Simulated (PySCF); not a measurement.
Al(H)(Me)(SeH) (CH₅AlSe), SMILES [CH3][AlH][SeH].

The structure is a stationary point at ωB97X-D3(BJ)/def2-SVP. One conformer was computed; it need not be the lowest.

The numbers are results of TDDFT-CAM-B3LYP/def2-SVPD (PySCF), not measurements.

Vertical excitations. Isolated molecule, no solvent. State labels are in the subgroup Cs.

Computed excitation energies, oscillator strengths and character:
```csv
state,symmetry,energy (eV),λ (nm),f,main pairs
S1,A',5.56,223,0.083,HOMO→LUMO 94 %
S2,A",5.67,219,0.021,"HOMO→LUMO+1 48 %, HOMO→LUMO+2 31 %"
S3,A",5.93,209,0.005,HOMO−1→LUMO 85 %
S4,A",6.00,207,0.001,HOMO−2→LUMO 86 %
S5,A",6.18,201,0.087,"HOMO→LUMO+3 50 %, HOMO→LUMO+1 32 %, HOMO→LUMO+2 11 %"
S6,A',6.84,181,0.045,"HOMO−1→LUMO+1 68 %, HOMO−1→LUMO+2 20 %"
S7,A",7.09,175,0.001,"HOMO→LUMO+2 52 %, HOMO→LUMO+3 30 %, HOMO→LUMO+1 8 %"
S8,A',7.34,169,0.211,"HOMO−2→LUMO+1 60 %, HOMO−1→LUMO+2 18 %"
S9,A',7.51,165,0.173,"HOMO−2→LUMO+1 26 %, HOMO−1→LUMO+3 25 %, HOMO−1→LUMO+2 21 %, HOMO−1→LUMO+1 18 %"
S10,A",7.59,163,0.004,HOMO→LUMO+4 80 %
T1,A',4.76,261,0,HOMO→LUMO 96 %
T2,A",5.25,236,0,"HOMO→LUMO+1 38 %, HOMO→LUMO+2 36 %, HOMO→LUMO+3 9 %, HOMO→LUMO+4 7 %"
T3,A",5.49,226,0,"HOMO−1→LUMO 65 %, HOMO−2→LUMO 23 %"
T4,A",5.64,220,0,"HOMO−2→LUMO 68 %, HOMO−1→LUMO 14 %"
```
Triplets are in the Tamm–Dancoff approximation, which puts them higher than full response would, so one can lie above its singlet here.
